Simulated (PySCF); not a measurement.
Match the calculated data to a structure.

All candidates are C7H12P2.

| technique | computed result |
| --- | --- |
| Dipole | 0.51 D [PBE0/pcSseg-1] |
| Rotational structure | rotational constants A, B, C: 4.068, 0.492, 0.467 GHz [GFN2-xTB] |
| 1H NMR | chemical shifts (computed TMS as zero) by class: 8.25 (1 H), 6.69 (1 H), 6.30 (1 H), 3.18 (1 H), 1.98 (2 H), 1.97 (2 H), 1.93 (2 H), 1.72 (2 H) ppm [GIAO PBE0/pcSseg-1] |
| NMR, other nuclei | isotropic shieldings of nuclei other than C and H, by class: -329 (1 P), -272 (1 P) ppm [GIAO PBE0/pcSseg-1] |
| 13C NMR | chemical shifts (computed TMS as zero) by class: 159.3 (1 C), 139.7 (1 C), 52.5 (1 C), 39.3 (2 C), 27.7 (2 C) ppm [GIAO PBE0/pcSseg-1] |

Gas-phase values; electronic properties from PySCF, density fitting. Levels stand in brackets. The structure is a single GFN2-xTB conformer in the gas phase; no vibrational or solvent corrections. NMR classes are plain means over equivalent atoms (diastereotopic ones count apart unless rotation or inversion swaps them), as if these changed places fast.

Question: Which candidate is it?
A. `C=C/P=P/C1CCCC1`
B. `C#CC/P=P/[C@H](C)CC`
C. `CP(C)P1C=CCC=C1`

Answer: A. It is `C=C/P=P/C1CCCC1`. Numbering: `[CH2:1]=[CH:2]/[P:3]=[P:4]/[CH:5]1[CH2:6][CH2:7][CH2:8][CH2:9]1`. 7 carbons fall into 5 classes; from least to most shielded: alkene CH carbon [C2] (159.3 ppm), terminal =CH2 carbon [C1] (139.7 ppm), ring sp3 carbon bound to phosphorus [C5] (52.5 ppm), ring CH2 carbon [C6/C9] (39.3 ppm, 2 C, up to 2.9 ppm apart in this geometry), ring CH2 carbon [C7/C8] (27.7 ppm, 2 C). Hydrogen classes from least to most shielded: 1 H on an alkene CH carbon, C2 (8.25 ppm), 1 H on a terminal =CH2 carbon, C1 (6.69 ppm), 1 H on a terminal =CH2 carbon, C1 (6.30 ppm), 1 H on an sp3 carbon bound to phosphorus, C5 (3.18 ppm), 2 H on 2 ring CH2 carbons, C6/C9 (1.98 ppm, a mean of values up to 0.5 ppm apart in this geometry), 2 H on 2 ring CH2 carbons, C7/C8 (1.97 ppm), 2 H on 2 ring CH2 carbons, C7/C8 (1.93 ppm), 2 H on 2 ring CH2 carbons, C6/C9 (1.72 ppm). The other shieldings belong to: -329 ppm, phosphorus bonded to C and P [P4]; -272 ppm, phosphorus bonded to C and P [P3]. The optimised geometry has point group C1 and is an asymmetric top.

The others, at the same levels:
- `C#CC/P=P/[C@H](C)CC` fails: it has 7 carbon classes against 5; its computed 13C shifts are 85.2 (1 C), 78.5 (1 C), 50.5 (1 C), 42.2 (1 C), 29.1 (1 C), 28.6 (1 C), 17.0 (1 C) ppm, 1H shifts are 4.18 (1 H), 3.75 (1 H), 3.36 (1 H), 2.35 (1 H), 2.12 (1 H), 1.69 (1 H), 1.55 (3 H), 1.13 (3 H) ppm and rotational constant A is 2.047 GHz (against 4.068 GHz).
- `CP(C)P1C=CCC=C1` fails: it has 4 carbon classes against 5; its computed 13C shifts are 135.3 (2 C), 132.4 (2 C), 32.9 (1 C), 14.9 (2 C) ppm, 1H shifts are 6.41 (2 H), 6.20 (2 H), 2.93 (2 H), 1.22 (6 H) ppm and rotational constant A is 2.479 GHz (against 4.068 GHz).

Each candidate is one conformer, not necessarily the lowest. Dipoles, sizes and rotational constants follow the conformer. The torsions of the flexible species, by atom-mapped SMILES:
- `[CH:1]#[C:2][CH2:3]/[P:4]=[P:5]/[C@H:6]([CH3:7])[CH2:8][CH3:9]`: C2–C3–P4–P5 -129°, P4–P5–C6–C7 62°, P5–C6–C8–C9 -60°
- `[CH3:1][P:2]([CH3:3])[P:4]1[CH:5]=[CH:6][CH2:7][CH:8]=[CH:9]1`: C1–P2–P4–C5 180°

The conformers of `C=C/P=P/C1CCCC1` aren't listed.
